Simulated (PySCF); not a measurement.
Input for PySCF: D3(BJ) and D4 dispersion corrections on C2HNO2 (a complex), monomers drawn apart or pushed together.

```python
from pyscf import gto
from pyscf.dispersion import dftd3, dftd4

mol = gto.M(
    atom='''
    O    -1.16938969   -0.74682711   -0.35087163
    C    -0.20303124   -0.12951649   -0.19348631
    O     0.76828343    0.49074969   -0.04811055
    C     0.64921214    0.47544491    3.55637016
    N    -0.31773034   -0.13948841    3.58245534
    H     1.54905880    1.04747071    3.52125807
    ''',
    basis='def2-svp',
    charge=0, spin=0, verbose=0, max_memory=1800)
d3, d4 = {}, {}
for xc in ['hf', 'pbe', 'blyp', 'revpbe', 'tpss', 'r2scan', 'b3lyp', 'pbe0', 'bhlyp', 'camb3lyp', 'b2plyp']:
    d3[xc] = float(dftd3.DFTD3Dispersion(mol, xc=xc, version='d3bj', atm=False).get_dispersion()['energy'])
    print(f'D3(BJ) {xc:10s} {d3[xc]:14.8f} Eh')
for xc in ['hf', 'pbe', 'blyp', 'revpbe', 'tpss', 'r2scan', 'b3lyp', 'pbe0', 'bhlyp', 'camb3lyp', 'b2plyp']:
    d4[xc] = float(dftd4.DFTD4Dispersion(mol, xc={'camb3lyp': 'cam-b3lyp'}.get(xc, xc), atm=True).get_dispersion()['energy'])
    print(f'D4     {xc:10s} {d4[xc]:14.8f} Eh')
```

It printed:

```
D3(BJ) hf            -0.02153399 Eh
D3(BJ) pbe           -0.00259348 Eh
D3(BJ) blyp          -0.00527558 Eh
D3(BJ) revpbe        -0.00637269 Eh
D3(BJ) tpss          -0.00325786 Eh
D3(BJ) r2scan        -0.00083279 Eh
D3(BJ) b3lyp         -0.00431480 Eh
D3(BJ) pbe0          -0.00227899 Eh
D3(BJ) bhlyp         -0.00331093 Eh
D3(BJ) camb3lyp      -0.00209049 Eh
D3(BJ) b2plyp        -0.00199599 Eh
D4     hf            -0.00877325 Eh
D4     pbe           -0.00251541 Eh
D4     blyp          -0.00535220 Eh
D4     revpbe        -0.00798711 Eh
D4     tpss          -0.00336466 Eh
D4     r2scan        -0.00074731 Eh
D4     b3lyp         -0.00390915 Eh
D4     pbe0          -0.00217133 Eh
D4     bhlyp         -0.00278633 Eh
D4     camb3lyp      -0.00219802 Eh
D4     b2plyp        -0.00178719 Eh
```

The run finished.

Cost: around 0.03 core-seconds (rough).
